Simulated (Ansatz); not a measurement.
# What each rung costs, and what it gives

The pair of Li⁺ (SMILES [Li+], atom 1) and BF$_{3}$ (SMILES FB(F)F, atoms 2–5), both closed shells, in one local arrangement (a lower one may exist), relaxed at PBE0-D4/def2-TZVP:

Li1  (-0.017, -0.161, -2.506)
F2  (-0.005, -0.047, -0.691)
B3  (0.005, 0.044, 0.681)
F4  (0.015, -1.066, 1.334)
F5  (0.001, 1.230, 1.182)
(Å)

Interaction energies are counterpoise-corrected; the time is that of the whole pair.

Ansatz 0.2.0; basis: as named in each row; cores frozen in the correlated methods. The outer core shell of Li, Na, Mg and K is correlated. B3LYP uses VWN-RPA correlation. Extrapolation: Hartree–Fock as exp(−7.88 √X), correlation as X^−2.97.

Times are rough, for one single point on 2 threads of a shared host (Intel Xeon Platinum 8259CL).

The estimate by CCSD(T) at an estimated basis limit (MP2 extrapolated from triple and quadruple zeta, plus CCSD(T) − MP2 in triple zeta) is -0.805 eV.

| method | basis | time (s) | interaction energy (eV) | method less estimate |
| --- | --- | --- | --- | --- |
| HF | STO-3G | under 1 | -1.398 | -0.593 |
| PBE-D4 | STO-3G | under 1 | -1.657 | -0.852 |
| SPW92 | def2-SVP | under 1 | -0.896 | -0.091 |
| PBE-D4 | def2-SVP | under 1 | -0.865 | -0.060 |
| B3LYP-D4 | 6-31G | under 1 | -0.971 | -0.166 |
| PBE0-D4 | def2-SVP | under 1 | -0.864 | -0.059 |
| CCSD(T) | def2-SVP | 1 | -0.818 | -0.013 |
| revPBE-D4 | def2-TZVPPD | 2 | -0.802 | 0.003 |
| PBE-D4 | def2-TZVPPD | 2 | -0.818 | -0.013 |
| BLYP-D4 | def2-TZVPPD | 2 | -0.851 | -0.046 |
| PBE0-D4 | def2-TZVPPD | 2 | -0.825 | -0.020 |
| B3LYP-D4 | def2-TZVPPD | 3 | -0.860 | -0.055 |
| HSE06-D4 | def2-TZVPPD | 3 | -0.825 | -0.020 |
| r2SCAN-D4 | def2-TZVPPD | 3 | -0.769 | 0.036 |
| wB97M-V | def2-SVP | 3 | -0.861 | -0.056 |
| B2PLYP | def2-TZVPPD | 4 | -0.824 | -0.019 |
| B97M-V | def2-TZVPPD | 6 | -0.800 | 0.005 |
| wB97X-V | def2-TZVPPD | 6 | -0.800 | 0.005 |
| wB97M-V | def2-TZVPPD | 7 | -0.809 | -0.004 |
| MP2 | def2-QZVPPD | 10 | -0.794 | 0.011 |
| CCSD(T) | def2-TZVPPD | 40 | -0.775 | 0.030 |

The T1 diagnostic stays at or below 0.013.
